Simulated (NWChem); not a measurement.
Species: SnHCl, singlet; SMILES [Cl][SnH]

```xyz
3

Sn     0.0309     0.5965     0.0000
H     -1.7518     0.7242     0.0000
Cl     0.0122    -1.7970     0.0000
```
Atoms are numbered in this order, from 1.

Low-valent species are run as closed-shell singlets; no triplet was tried in these runs. Structure relaxed at the PBE0/def2-SVP level. def2 effective core potentials on Sn; no spin-orbit coupling.

Symmetry labels are those of Cs in the frame above (b1 and b2, or b-type labels, depend on it).

**Question.** List the 6 lowest vertical singlet excitations and the 6 lowest triplet ones from LRC-wPBEh/def2-SVP with def2 effective core potentials on Sn, TDA (NWChem).

**Answer.** 
| state | energy (eV) | oscillator strength | symmetry | leading excitation (squared amplitude) |
|---|---|---|---|---|
| S1 | 2.77 | 0.024 | a" | HOMO → LUMO (0.98) |
| S2 | 4.63 | 0.015 | a" | HOMO−1 → LUMO (0.99) |
| S3 | 5.05 | 0.002 | a' | HOMO−2 → LUMO (0.55) |
| S4 | 5.23 | 0.007 | a" | HOMO−3 → LUMO (0.99) |
| S5 | 5.44 | 0.115 | a' | HOMO → LUMO+1 (0.50) |
| S6 | 6.97 | 0.009 | a" | HOMO−2 → LUMO+1 (0.98) |
| T1 | 1.78 | spin-forbidden | a" | HOMO → LUMO (0.97) |
| T2 | 4.25 | spin-forbidden | a' | HOMO → LUMO+1 (0.96) |
| T3 | 4.26 | spin-forbidden | a" | HOMO−1 → LUMO (0.92) |
| T4 | 4.32 | spin-forbidden | a' | HOMO−2 → LUMO (0.98) |
| T5 | 4.86 | spin-forbidden | a" | HOMO−3 → LUMO (0.94) |
| T6 | 5.64 | spin-forbidden | a' | HOMO → LUMO+2 (0.93) |
